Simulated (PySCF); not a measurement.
H₃Si, SMILES [SiH3+], charge +1. Geometry: PBE0-D3(BJ)/def2-TZVPD.

The numbers are results of PySCF 2.14.0 with PBE0-D3(BJ)/def2-TZVPD, not measurements.

Harmonic wavenumbers (cm⁻¹): 836, 933, 933, 2268, 2347, 2347. Rotational constants (GHz): 154.2, 154.2, 77.10; symmetry number 6.

Task: Work out the zero-point energy and the ideal-gas rigid-rotor harmonic-oscillator thermochemistry at 298.15 K and 1 atm.

Result: ZPE = ½ Σ hcν = ½ × 9663 cm⁻¹ = 13.81 kcal/mol. H − E(el) = 16.29 kcal/mol. Entropy in cal/(mol K): translation 36.24, rotation 12.26, vibration 0.43, total 48.93. G − E(el) = 1.70 kcal/mol. Cp = 9.47 cal/(mol K).
